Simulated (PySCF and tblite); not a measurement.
The numbers below are computed, except where a source is named.
# Dynamics report: rotation

System: C3H4O2Si, numbered as in [CH:1]#[C:2][C:3](=[O:4])[O:5][SiH3:6].

Motion: rotation about the C3–O5 bond (torsion C2–C3–O5–Si6 from -180° to 0°, rising). The path came from a restrained scan, a climbing-image band and a saddle search at GFN2-xTB; energies are PBE0/pcSseg-1 + D3(BJ)//GFN2-xTB, thermal terms GFN2-xTB. Rate constants are transition-state-theory values, counting equivalent paths, without tunnelling. Run with tblite and PySCF.

```json
{"point": "start", "symmetry": "Cs", "E(GFN2) kcal/mol": "0.0", "E(DFT) kcal/mol": "0.0", "ZPE change kcal/mol": "0.00", "lowest mode cm⁻¹": "83", "dipole D": "1.84"}
{"point": "saddle", "symmetry": "C1", "E(GFN2) kcal/mol": "4.4", "E(DFT) kcal/mol": "7.0", "ZPE change kcal/mol": "-0.28", "lowest mode cm⁻¹": "64i", "dipole D": "3.56"}
{"point": "end", "symmetry": "Cs", "E(GFN2) kcal/mol": "3.6", "E(DFT) kcal/mol": "4.3", "ZPE change kcal/mol": "-0.20", "lowest mode cm⁻¹": "36", "dipole D": "4.29"}
```

```
Electronic barrier                                      : 7.0 kcal/mol
Barrier with zero-point energy                          : 6.8 kcal/mol
ΔH‡ (298 K)                                             : 6.3 kcal/mol
ΔS‡ (298 K, symmetry apart)                             : -2.6 cal/(mol K)
Paths                                                   : 2 equivalent paths
End point                                               : a different minimum
Mean lifetime of the start against this motion at 298 K : 13 ns
Cost                                                    : 25 s on 1 thread of Arm Neoverse V2 (shared host) (rough), peak memory 0.66 GiB, launched as `OMP_NUM_THREADS=1 python ens_run.py task.json out`
```

```json
{"T/K": "150", "ΔG‡ kcal/mol": "6.8", "k s⁻¹": "658", "ΔG kcal/mol": "4.0", "k back s⁻¹": "4.2×10⁸"}
{"T/K": "200", "ΔG‡ kcal/mol": "6.9", "k s⁻¹": "2.3×10⁵", "ΔG kcal/mol": "4.0", "k back s⁻¹": "4.7×10⁹"}
{"T/K": "250", "ΔG‡ kcal/mol": "7.0", "k s⁻¹": "7.8×10⁶", "ΔG kcal/mol": "3.9", "k back s⁻¹": "2.1×10¹⁰"}
{"T/K": "298", "ΔG‡ kcal/mol": "7.1", "k s⁻¹": "7.7×10⁷", "ΔG kcal/mol": "3.9", "k back s⁻¹": "5.4×10¹⁰"}
{"T/K": "350", "ΔG‡ kcal/mol": "7.2", "k s⁻¹": "4.6×10⁸", "ΔG kcal/mol": "3.9", "k back s⁻¹": "1.2×10¹¹"}
{"T/K": "400", "ΔG‡ kcal/mol": "7.3", "k s⁻¹": "1.6×10⁹", "ΔG kcal/mol": "3.8", "k back s⁻¹": "2×10¹¹"}
{"T/K": "500", "ΔG‡ kcal/mol": "7.6", "k s⁻¹": "9.9×10⁹", "ΔG kcal/mol": "3.8", "k back s⁻¹": "4.4×10¹¹"}
```

ΔG and ΔG‡ leave out symmetry numbers and mirror images; rates count paths: 2 out, 2 back.
